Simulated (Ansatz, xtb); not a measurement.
**C4H3NO3S: which of two isomers lies lower**

Structure I: `N#C[C@@H]1OC(=O)O[C@@H]1S`, a singlet. Structure II: `N#C[C@@]1(S)COC(=O)O1`, a singlet. Both are isolated molecules in the gas phase, relaxed with B3LYP/def2-SVP; each stands in its lowest conformer found.

I (Å):

```xyz
12

C    -1.6366   -1.5681    1.9095
C    -0.4360   -0.8364    1.4998
C     0.1427    1.3358    1.1261
C    -0.2420   -0.6089   -0.0329
N    -2.5611   -2.1617    2.2728
O    -0.4483    0.4878    2.0199
O     0.4095    2.4689    1.3401
O     0.3798    0.6701   -0.0358
S    -1.7143   -0.6982   -1.0995
H     0.4432   -1.3700    1.9055
H     0.4578   -1.3386   -0.4605
H    -2.5004    0.1015   -0.3396
```

II (Å):

| atom | x (Å) | y (Å) | z (Å) |
| --- | --- | --- | --- |
| C | -1.8434 | -0.3247 | -2.1024 |
| C | -1.5254 | -0.3460 | -0.6717 |
| C | -1.1842 | -1.7659 | -0.1345 |
| C | 0.4597 | -0.3007 | 0.4705 |
| N | -2.1073 | -0.3140 | -3.2301 |
| O | -0.0775 | -1.5194 | 0.7136 |
| O | 1.4444 | 0.1373 | 0.9578 |
| O | -0.3207 | 0.3648 | -0.4448 |
| S | -2.9285 | 0.3465 | 0.3125 |
| H | -2.8812 | 1.5722 | -0.2601 |
| H | -0.8904 | -2.4424 | -0.9525 |
| H | -2.0048 | -2.2140 | 0.4416 |

Q: Which of the two would you expect CCSD(T)/def2-SVP + ΔMP2/def2-TZVPP electronic energies to favour?

A: CCSD(T)/def2-SVP + ΔMP2/def2-TZVPP gives E(II) − E(I) = −0.28 kcal/mol, slightly favouring structure II, which is too small a margin to settle the true order.

Level by level:

```json
{"level": "GFN2-xTB", "geometry": "GFN2-xTB", "E(II) − E(I) (kcal/mol)": "−1.86", "departure from the last row (kcal/mol)": "−1.59", "job, with rough time for the two": "optimisation, 3.2 s"}
{"level": "HF/STO-3G", "geometry": "GFN2-xTB", "E(II) − E(I) (kcal/mol)": "−0.72", "departure from the last row (kcal/mol)": "−0.44", "job, with rough time for the two": "single point, 7 s"}
{"level": "r2SCAN-D4/def2-SVP", "geometry": "GFN2-xTB", "E(II) − E(I) (kcal/mol)": "−1.45", "departure from the last row (kcal/mol)": "−1.17", "job, with rough time for the two": "single point, 30 s"}
{"level": "B3LYP/def2-SVP", "geometry": "B3LYP/def2-SVP", "E(II) − E(I) (kcal/mol)": "−0.53", "departure from the last row (kcal/mol)": "−0.25", "job, with rough time for the two": "optimisation, 9.2 min"}
{"level": "HF/def2-SVP", "geometry": "B3LYP/def2-SVP", "E(II) − E(I) (kcal/mol)": "−0.77", "departure from the last row (kcal/mol)": "−0.49", "job, with rough time for the two": "part of the CCSD(T) run"}
{"level": "MP2/def2-SVP", "geometry": "B3LYP/def2-SVP", "E(II) − E(I) (kcal/mol)": "−1.92", "departure from the last row (kcal/mol)": "−1.65", "job, with rough time for the two": "part of the CCSD(T) run"}
{"level": "CCSD(T)/def2-SVP", "geometry": "B3LYP/def2-SVP", "E(II) − E(I) (kcal/mol)": "−1.69", "departure from the last row (kcal/mol)": "−1.41", "job, with rough time for the two": "single point"}
{"level": "CCSD(T)/def2-SVP + ΔMP2/def2-TZVPP", "geometry": "B3LYP/def2-SVP", "E(II) − E(I) (kcal/mol)": "−0.28", "departure from the last row (kcal/mol)": "", "job, with rough time for the two": "single point, 11 min"}
```

As drawn, both hold the same kinds of bond in the same numbers.

The largest departure from CCSD(T)/def2-SVP + ΔMP2/def2-TZVPP is that of MP2/def2-SVP, 1.65 kcal/mol. The last row adds to CCSD(T) the change of the MP2 difference between the two basis sets, here +1.41 kcal/mol.

With thermal terms from frequencies at re-optimised GFN2-xTB minima (ideal gas, soft modes damped towards free rotors, one conformer each, 298.15 K, 1 atm): on the last row, ΔE + ΔZPE = −0.42, ΔH = −0.31, ΔG = −0.55 kcal/mol.

The correlated steps freeze 13 core orbitals. Codes used: Ansatz 0.2.0, xtb 6.7.1; the last row on 2 threads of AMD EPYC (Zen 3) on a shared host.
